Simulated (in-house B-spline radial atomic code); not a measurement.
Settings and results of a run for the gadolinium ion Gd²⁺ (with a hole in an inner shell). Computed with a radial B-spline atomic code at the basis-set limit: Dirac-Hartree-Fock, average of the jj configuration, Fermi nucleus of rms radius 5.1569 fm.

In the input, a minus or plus after the letter marks the j = l - 1/2 or j = l + 1/2 subshell.

Command:
```bash
python run_scf.py task.json out
```
Settings (nuclear radius in fm, mass in u):
```
Z                64
configuration    1s2 2s2 2p6 3s2 3p6 3d10 4s2 4p6 4d10 4f7 5s2 5p-1 5p+4 5d1 6s1
hamiltonian      dirac
method           hf
spin_polarised   False
nucleus          fermi
rms_radius       5.1569
atomic_mass      157.92411
speed_of_light   137.035999084
```

Output (hartree, bohr):
```
 radial grid: 81 intervals, B-splines of order 8, outer radius 60 bohr

 iter        energy (Eh)    residual
    1      -11233.573467    6.93e-01
    2      -11250.245675    1.03e+00
    3      -11271.017751    2.41e-01
    4      -11272.333555    7.24e-02
    5      -11272.473822    1.75e-02
    6      -11272.483824    8.38e-03
    7      -11272.485351    1.19e-03
    8      -11272.485373    5.70e-04
    9      -11272.485383    2.58e-05
   10      -11272.485383    1.70e-06
   11      -11272.485383    1.54e-07

 total energy                    -11272.48538
 kinetic                           12289.1342
 electron-nucleus                 -27652.2275
 electron-electron                  4090.6080

 first-order corrections (not in the total)
   Gaunt                            11.5934
   retardation                      -1.2190
   frequency dependence             -0.1578
   self-energy                       8.1221
   Uehling                          -1.3107
   Wichmann-Kroll                    0.0414
   recoil                            0.0252

 orbital      occ     eigenvalue          <r>       <r^2>       <1/r>     <1/r^2>       r_max    small
 1s1/2      2.000     -1858.1805    0.0219032 0.000654728     71.6447     11699.2     0.01392  5.69e-02
 2s1/2      2.000      -311.7832    0.0926632   0.0102003     17.1135     1481.04     0.07909  1.26e-02
 2p1/2      2.000      -295.3476    0.0775478  0.00743506     17.0488     468.931     0.05989  1.26e-02
 2p3/2      4.000      -269.7097    0.0843438  0.00866294     15.0786     309.931     0.06567  1.17e-02
 3s1/2      2.000       -71.5686     0.243113    0.067681     6.25505     320.396      0.2239  4.01e-03
 3p1/2      2.000       -64.4362     0.233193   0.0632519     6.15673     102.258      0.2116  3.93e-03
 3p3/2      4.000       -59.0765     0.245959   0.0701721     5.66259     68.6576      0.2236  3.69e-03
 3d3/2      4.000       -46.9360     0.218438   0.0561469     5.52418     38.2034       0.178  3.54e-03
 3d5/2      6.000       -45.7831     0.222439   0.0580875     5.40078     36.1542      0.1815  3.47e-03
 4s1/2      2.000       -15.8761     0.552984    0.344872     2.58804     75.0185      0.5158  1.24e-03
 4p1/2      2.000       -13.0194     0.566673    0.365142     2.47565     23.3535      0.5213  1.16e-03
 4p3/2      4.000       -11.8304     0.593519    0.400282     2.32123     15.9524       0.546  1.09e-03
 4d3/2      4.000        -7.0900     0.630916     0.46115     2.09793     7.98335      0.5554  9.19e-04
 4d5/2      6.000        -6.8742     0.641782    0.477193     2.05516     7.53747       0.564  8.94e-04
 4f5/2      3.000        -1.4563     0.812679    0.833133     1.57139     3.19133      0.5683  5.56e-04
 4f7/2      4.000        -1.4349     0.824721    0.859544     1.55105     3.11163       0.574  5.45e-04
 5s1/2      2.000        -2.8971      1.33754     2.00643    0.987146     12.5301       1.203  2.58e-04
 5p1/2      1.000        -2.0729      1.47531     2.45629    0.887685     3.59713       1.303  2.15e-04
 5p3/2      4.000        -1.8616      1.56089     2.74968    0.829309      2.4179       1.372  1.91e-04
 5d3/2      0.400        -0.8097      2.23132     5.74673    0.569985    0.730004       1.827  9.19e-05
 5d5/2      0.600        -0.8297      2.21853     5.66762    0.573277    0.731449       1.831  9.45e-05
 6s1/2      1.000        -0.6966       3.3903     12.7859    0.370201     1.77461       3.071  4.33e-05
```

Time taken, with all properties: 1.9 s on 1 thread of Arm Neoverse V2 (shared host).

For the Dirac Hamiltonian the kinetic term is c α·p + (β - 1)c².
